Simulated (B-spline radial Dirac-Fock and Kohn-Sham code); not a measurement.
# Kohn-Sham estimates against Dirac-Fock for the levels of Ag³⁸⁺

System: silver as Ag³⁸⁺, [He] 2s2 2p5.

The density-functional columns are spherical, spin-unpolarised Dirac-Kohn-Sham results without Breit or QED terms: −ε is minus the orbital energy of the initial state and ΔSCF the difference of two total energies. The reference in the last column comes from multi-electron Dirac-Fock with separately optimised hole states, Breit and Lamb-shift corrections added in first order. All numbers are from a radial finite-basis atomic code, in eV; a selection of levels is shown. For the 1s level of heavy atoms much of the gap between ΔSCF and the reference is the Breit and QED part, -76.3 eV here; for other levels the error of the functional can be larger.

| level | LDA −ε | LDA ΔSCF | Dirac-Fock |
| --- | --- | --- | --- |
| K | 27849.8 | 28205.9 | 28128.9 |
| L1 | 6055.1 | 6143.1 | 6163.0 |
| L2,3 | 5721.0 | 5822.9 | 5814.7 |

Values without a named source are computed, but for edge energies of neutral atoms, which are taken from tables.
